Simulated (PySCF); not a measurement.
A PySCF script (with the pyscf-properties extension) for the NMR shieldings of `CO[Si@H]1OCCS1`, C$_{3}$H$_{8}$O$_{2}$SSi, on a GFN2-xTB geometry:

```python
import basis_set_exchange as bse
import numpy as np
from pyscf import gto, dft
from pyscf.prop import nmr

atoms = """
C     2.967205    0.341134   -0.560950
O     1.607722    0.175150   -0.827801
Si    0.350705    0.421963    0.135661
O    -0.868016    0.796989   -0.859730
C    -2.116084    0.274584   -0.518702
C    -1.981003   -1.169926   -0.061373
S    -0.545059   -1.298207    1.057011
H     3.493971   -0.575829   -0.828766
H     3.145185    0.562898    0.491296
H     3.345410    1.164979   -1.169086
H     0.563164    1.430429    1.162606
H    -2.759993    0.339454   -1.400120
H    -2.551960    0.878263    0.285827
H    -1.790399   -1.828305   -0.908291
H    -2.865261   -1.505586    0.474850
"""
names = dict.fromkeys(["C", "O", "Si", "S", "H"], "pcSseg-1")
basis = {el: gto.basis.parse(bse.get_basis(n, elements=[el], fmt="nwchem")) for el, n in names.items()}
mol = gto.M(atom=atoms, basis=basis, charge=0, verbose=0)
mf = dft.RKS(mol, xc="PBE0")
mf.grids.level = 2
mf.grids.alignment = dft.numint.BLKSIZE   # the property module wants whole blocks of grid points
mf.conv_tol = 1e-9
mf.kernel()

calc = nmr.RKS(mf)   # GIAO
C = mf.mo_coeff
Co = C[:, mf.mo_occ > 0]
resp = mf.gen_response(singlet=True, hermi=2)
def vind(x):   # induced exchange potential for any number of trial vectors
    d = np.einsum("pi,xij,qj->xpq", C, 2 * x.reshape(-1, C.shape[1], Co.shape[1]), Co, optimize=True)
    return np.einsum("xpq,pi,qj->xij", resp(d - d.transpose(0, 2, 1)), C, Co, optimize=True).ravel()
mo1, _ = nmr.rhf.solve_mo1(calc, with_cphf=vind)
sigma = calc.kernel(mo1)
for i, s in enumerate(sigma):   # ppm
    w = np.linalg.eigvalsh((s + s.T) / 2)
    print("%2d %-2s iso %8.1f  s11 %8.1f  s22 %8.1f  s33 %8.1f" % (i, mol.atom_pure_symbol(i), w.mean(), *w))
```

Question: Give the expected output.

Answer: 
```
 0 C  iso    135.8  s11    105.8  s22    116.0  s33    185.6
 1 O  iso    300.2  s11    229.8  s22    320.3  s33    350.5
 2 Si iso    355.6  s11    313.9  s22    354.4  s33    398.6
 3 O  iso    269.6  s11    213.8  s22    269.2  s33    325.9
 4 C  iso    119.9  s11     86.9  s22    118.0  s33    154.7
 5 C  iso    150.2  s11    120.0  s22    163.6  s33    167.1
 6 S  iso    634.5  s11    543.1  s22    595.8  s33    764.5
 7 H  iso     27.7  s11     23.2  s22     25.4  s33     34.5
 8 H  iso     28.0  s11     23.4  s22     26.0  s33     34.5
 9 H  iso     27.7  s11     22.8  s22     25.3  s33     34.9
10 H  iso     26.3  s11     22.0  s22     24.2  s33     32.6
11 H  iso     27.4  s11     22.2  s22     26.2  s33     33.8
12 H  iso     28.2  s11     22.6  s22     26.4  s33     35.4
13 H  iso     28.5  s11     22.6  s22     26.3  s33     36.6
14 H  iso     29.1  s11     23.3  s22     26.7  s33     37.3
```

These numbers come from an equivalent density-fitted implementation of the same equations, which agrees with the script to about 0.01 ppm for H and up to a few tenths of a ppm for heavy atoms, so last digits may differ.

Question: Turn these shieldings into chemical shifts. Scale: TMS for ¹³C (186.93 ppm), ²⁹Si (349.16 ppm), ¹H (31.72 ppm); ¹⁷O (336.08 ppm) vs H2O; ³³S (503.73 ppm) vs CS2 (reference shieldings calculated alike).

Answer: Averaging equivalent atoms: C 4: 67.1; C 0: 51.1; C 5: 36.7; O 3: 66.5; O 1: 35.9; Si 2: -6.5; S 6: -131; H 10: 5.46; H 11: 4.31; H 7/8/9: 3.92; H 12: 3.54; H 13: 3.22; H 14: 2.62 ppm. Experimental scales use liquid or dissolved standards, which lie at an offset from isolated H2O (liquid H2O: subtract about 36 ppm).

Size and cost of the density-fitted run: 173 basis functions, 25 s wall time on 1 thread of an Arm Neoverse V1, shared host; peak memory 0.78 GiB.
